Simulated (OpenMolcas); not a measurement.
Worked example: vertical ionisation energy of GeH3Br (SMILES [GeH3][Br])

GeH3Br has 5 atoms, charge 0, and is taken as a singlet. SMILES: `[GeH3][Br]`. The shape is that of a PBE0-D4/def2-TZVP optimisation.

Both states at this one shape; open shells run unrestricted unless said. 1 Eh = 27.2114 eV.

```tsv
level	program	singlet GeH3Br (Eh)	doublet GeH3Br+ (Eh)	HOMO of the first (eV)
SVWN5/aug-cc-pVDZ	OpenMolcas	-4646.203541	-4645.816162	-7.09
revPBE/aug-cc-pVDZ	OpenMolcas	-4652.550026	-4652.169163	-6.96
```

Question: Work out the vertical ionisation energy at each level.

Answer: 
1. SVWN5/aug-cc-pVDZ: -4645.816162 − (-4646.203541) = 0.387379 Eh = 10.54 eV; −ε(HOMO) = 7.09 eV.
2. revPBE/aug-cc-pVDZ: -4652.169163 − (-4652.550026) = 0.380863 Eh = 10.36 eV; −ε(HOMO) = 6.96 eV.

No measured value is set beside it here; the levels span 10.36 to 10.54 eV. In semi-local functionals −ε(HOMO) lies far under the ionisation energy, a result of self-interaction, while the difference of totals does much better. Spin-orbit coupling, which splits open shells on such heavy atoms by tenths of an eV, is left out. All-electron rows are non-relativistic unless named.
